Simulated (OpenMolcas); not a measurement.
Ions of charge +3 along the 4d row with 4 chloride ligands in tetrahedral coordination

```
Program             : OpenMolcas
Method              : CASSCF
Spin-orbit coupling : RASSI with atomic mean-field integrals over the reference wave functions
```

The d shell is active. Anionic complexes are neutralised by point charges behind the ligands. Distances were set from a Shannon-type radius of the metal (high-spin where two are listed) plus a fixed donor radius (Cl 1.76 Å). Ligand basis ANO-RCC-VDZP, DKH2 Hamiltonian. States (labels of Td). Energies in cm-1 above the lowest state or level, χT in cm3 K/mol; under a threefold ground state the first gap can be a small split of the lowest multiplet, not the spin-orbit step. Spin-only χT is S(S+1) / 2 for the spin of the ground state.

```csv
Ion,Shell,R (Å),Metal basis,Outer charge (e at Å behind ligand),Ground state,First state of that spin,First gap with spin-orbit (degeneracies),χT at 300 K,First state of another spin,Spin-only χT
Nb3+,4d2,2.35,ANO-RCC-VDZP,0.25 at 2.6,3A2,3T2 8020,"7800 (3, 2)",0.855,1E 9481,1.000
Mo3+,4d3,2.32,ANO-RCC-VDZP,0.25 at 3.2,4T1,4T2 7907,"205.1 (4, 2)",1.056,2E 4348,1.875
Ru3+,4d5,2.31,ANO-RCC-VDZP,0.25 at 2.6,6A1,,"0.6 (2, 4)",4.360,2S+1 = 4: 14707,4.375
Rh3+,4d6,2.29,ANO-RCC-VTZP,0.25 at 3.2,5E,5T2 7855,"94.6 (1, 3)",3.289,3T1 7398,3.000
Pd3+,4d7,2.39,ANO-RCC-VDZP,0.25 at 2.8,4A2,4T2 6935,"6231 (4, 4)",2.427,2T1 9554,1.875
```

The rows also differ in their metal basis and outer charges, so part of each step comes from that.

Every ion keeps the highest spin of its shell. χT departs most from the spin-only value for Mo3+, by -0.819 cm3 K/mol.

Without dynamic correlation the repulsion within the d shell is too large (B by tens of per cent), so at a given field states of lower spin stand too high. With metal d orbitals alone the field can be off either way by tens of per cent. Ligand-to-metal charge-transfer states are missing. With no ligand orbital active B as a rule stays too high, so bands that hang on it stand too high and its fall with covalency is understated. The least metal-like active orbital is 77 % on the metal (Löwdin) and no ligand orbital is active, so the numbers are rough (holds for Nb3+). An orbital triplet at a regular site is open to Jahn-Teller coupling, which can distort the site and quench the lowest spin-orbit gaps and is left out (holds for Mo3+). This shell can be high or low spin here, a state of another spin lies low, and with metal d orbitals alone active their balance is uncertain, so the ground spin may be wrong (holds for Mo3+). The least metal-like active orbital is 78 % on the metal (Löwdin) and no ligand orbital is active, so the numbers are rough (holds for Mo3+). The least metal-like active orbital is 80 % on the metal (Löwdin) and no ligand orbital is active, so the numbers are rough (holds for Ru3+). An orbital doublet at a regular site is open to a Jahn-Teller distortion, which this geometry leaves out (holds for Rh3+). The least metal-like active orbital is 76 % on the metal (Löwdin) and no ligand orbital is active, so the numbers are rough (holds for Rh3+). The least metal-like active orbital is 65 % on the metal (Löwdin) and no ligand orbital is active, so the numbers are rough (holds for Pd3+). No measured value stands beside these numbers; the geometry is a model, was not optimised and need not be the one that this ion takes.

A state without a sure symmetry label is named by its multiplicity alone.
